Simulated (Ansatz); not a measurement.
Cost and result for the atomization energy of C3H5FSi (`F/C=C1/C[SiH2]1`) (10 atoms, 10 bonds).

| atom | x (Å) | y (Å) | z (Å) |
| --- | --- | --- | --- |
| F1 | -2.382 | -1.335 | 0.062 |
| C2 | -1.353 | -0.803 | 0.730 |
| C3 | -0.355 | -0.205 | 0.124 |
| C4 | 0.918 | 0.477 | 0.564 |
| Si5 | 0.602 | 0.418 | -1.274 |
| H6 | -1.463 | -0.934 | 1.803 |
| H7 | 0.812 | 1.423 | 1.091 |
| H8 | 1.694 | -0.157 | 0.990 |
| H9 | 0.159 | 1.642 | -1.975 |
| H10 | 1.368 | -0.527 | -2.114 |

The species carries charge 0 and has multiplicity 1. The structure was optimised at the PBE0-D4/def2-TZVP level. Program: Ansatz. All runs use 4 threads of an Arm Neoverse V1 on a shared host. Times are those of one run each, without the atoms' runs, and a repeat can differ threefold. Electronic energies, without spin–orbit coupling; frozen cores. CCSD(T)/CBS adds CCSD(T) − MP2 in def2-TZVPP to the MP2 limit, and its time is that of the two runs behind it. T1 = 0.013. B3LYP takes the VWN-RPA correlation (the form of Gaussian; ORCA's B3LYP/G).

CCSD(T)/CBS is a level of theory with its own doubt, some kJ/mol a heavy atom from the limit and from the frozen cores, so smaller differences don't rank the functionals.

```tsv
level	functions	wall time	atomization (kcal/mol)	difference from CCSD(T)/CBS	per bond
PBE-D4/def2-TZVPP (with forces)	236	3.4 s	946.9	30.1	3.0
PBE0-D4/def2-TZVPP	236	3.6 s	926.8	10.0	1.0
B3LYP-D4/def2-TZVPP (with forces)	236	5.5 s	918.7	1.9	0.2
r2SCAN-D4/def2-TZVPP (with forces)	236	6 s	925.2	8.4	0.8
B2PLYP/def2-TZVPP	236	7 s	909.3	-7.5	-0.7
ωB97X-V/def2-TZVPP	236	8 s	922.0	5.2	0.5
ωB97M-V/def2-TZVPP (with forces)	236	13 s	922.2	5.4	0.5
MP2/def2-QZVPP	448	27 s	926.4	9.6	1.0
CCSD(T)/def2-TZVPP	236	110 s	893.0	-23.8	-2.4
CCSD(T)/CBS(def2)	–	2.3 min	916.8	0.0	0.0
```

The D4 term adds +7.4 kcal/mol with B3LYP and +3.9 kcal/mol with PBE0; it sums over pairs of atoms, weighted by their polarisabilities, and B3LYP, whose exchange is more repulsive, gets the larger term. From PBE to PBE0 (25 % exact exchange), in def2-TZVPP and without D4, the atomization energy moves by −19.4 kcal/mol: exact exchange takes away binding that semilocal exchange gives to molecules. In def2-TZVPP, CCSD(T) changes the Hartree–Fock value by +230.1 kcal/mol (the triples alone add +16.2 kcal/mol) and MP2 by +249.4 kcal/mol; breaking electron pairs costs correlation energy, which Hartree–Fock lacks.
